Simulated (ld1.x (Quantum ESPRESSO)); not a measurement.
## Configuration tests for Zr (ultrasoft)

ld1.x (Quantum ESPRESSO) 7.5 input, shortened:

```
&input
   title='Zr', zed=40., rel=1, dft='BP', iswitch=3,
   config='[Kr] 4d2 5s2 5p0'
 /
 &inputp
   pseudotype=3, tm=.true., lloc=-2, rcloc=1.75,
   nlcc=.true.,
   which_augfun='PSQ', rmatch_augfun_nc=.true.
 /
6
4S  1  0   2.00   0.00  1.75  2.15  0.0
5S  2  0   2.00   0.00  1.75  2.15  0.0
4P  2  1   6.00   0.00  1.80  2.05  0.0
5P  3  1   0.00   0.00  1.80  2.05  0.0
4D  3  2   2.00   0.00  2.35  2.95  0.0
4D  3  2   0.00   0.05  2.35  2.95  0.0
 &test
   configts(1)='4s2 4p6 4d2 5s2 5p0'
 /
```

Energies are relative to the spin-unpolarised reference configuration 4s2 4p6 4d2 5s2 5p0; without spin polarisation the order of configurations can differ from experiment. The frozen-core shift is the all-electron ΔE with the core orbitals held at their reference shape minus the fully relaxed ΔE.

(1) Give the all-electron excitation energy and the error of the potential for: 4s2 4p6 4d2 5s1 5p0; 4s2 4p6 4d2 5s0 5p0; 4s2 4p6 4d1 5s0 5p0; 4s2 4p5 4d2 5s2 5p0; 4s1 4p6 4d2 5s2 5p0; 4s2 4p6 4d0 5s0 5p0; 4s2 4p6 4d1 5s2 5p1.

Levels in the configuration 4s2 4p6 4d1 5s2 5p1:

| level | all-electron (eV) | pseudo (eV) |
| --- | --- | --- |
| 4s | -58.510 | -58.484 |
| 4p | -36.258 | -36.231 |
| 4d | -6.448 | -6.428 |
| 5s | -5.997 | -5.996 |
| 5p | -2.496 | -2.494 |

Results:

(1)

| valence configuration | charge | ΔE all-electron (eV) | error AE − PS (meV) | frozen-core shift (meV) |
| --- | --- | --- | --- | --- |
| 4s2 4p6 4d2 5s1 5p0 | +1 | 7.314 | -1.3 | +0.9 |
| 4s2 4p6 4d2 5s0 5p0 | +2 | 20.416 | -7.0 | +2.3 |
| 4s2 4p6 4d1 5s0 5p0 | +3 | 43.095 | +13 | +1.6 |
| 4s2 4p5 4d2 5s2 5p0 | +1 | 38.090 | +25 | +15 |
| 4s1 4p6 4d2 5s2 5p0 | +1 | 60.641 | -50 | +21 |
| 4s2 4p6 4d0 5s0 5p0 | +4 | 77.316 | +38 | +7.0 |
| 4s2 4p6 4d1 5s2 5p1 | 0 | 3.022 | +11 | -2.8 |

A variational frozen-core shift is positive and of second order in the change. This column holds negative values, so the frozen-core run of ld1.x carries numerical noise or an error of first order here, and the column gives no more than the rough size of the effect.
